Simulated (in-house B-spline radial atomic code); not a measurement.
## Ca2+: [He] 2s2 2p5 3s2 3p6 3d1 (an excited or competing configuration)

All numbers are computed (non-relativistic LDA exchange-only, spin-polarised, spherical fractional occupations; point nucleus) with a B-spline radial code for spherical atoms, not measured.

Z_r = [3n² - l(l+1)]/(2<r>); Z_e = n√(-2ε); the last column is Slater's effective charge. Values are occupation-weighted means over spin.

```json
{"shell": "1s", "electrons": "2", "ε (eV)": "-3982.2", "<r> (bohr)": "0.0775", "Z_r": "19.36", "Z_e": "17.11", "Slater": "19.70"}
{"shell": "2s", "electrons": "2", "ε (eV)": "-452.66", "<r> (bohr)": "0.3617", "Z_r": "16.59", "Z_e": "11.54", "Slater": "16.20"}
{"shell": "2p", "electrons": "5", "ε (eV)": "-381.65", "<r> (bohr)": "0.321", "Z_r": "15.58", "Z_e": "10.59", "Slater": "16.20"}
{"shell": "3s", "electrons": "2", "ε (eV)": "-65.071", "<r> (bohr)": "1.115", "Z_r": "12.11", "Z_e": "6.56", "Slater": "9.60"}
{"shell": "3p", "electrons": "6", "ε (eV)": "-46.214", "<r> (bohr)": "1.192", "Z_r": "10.49", "Z_e": "5.53", "Slater": "9.60"}
{"shell": "3d", "electrons": "1", "ε (eV)": "-18.356", "<r> (bohr)": "1.51", "Z_r": "6.95", "Z_e": "3.48", "Slater": "3.00"}
```

The least bound orbital is 3d up at -18.36 eV, and it is also the most diffuse (<r> = 1.51 bohr). The part-filled 2p shell lies below the filled 3p shell in orbital energy.
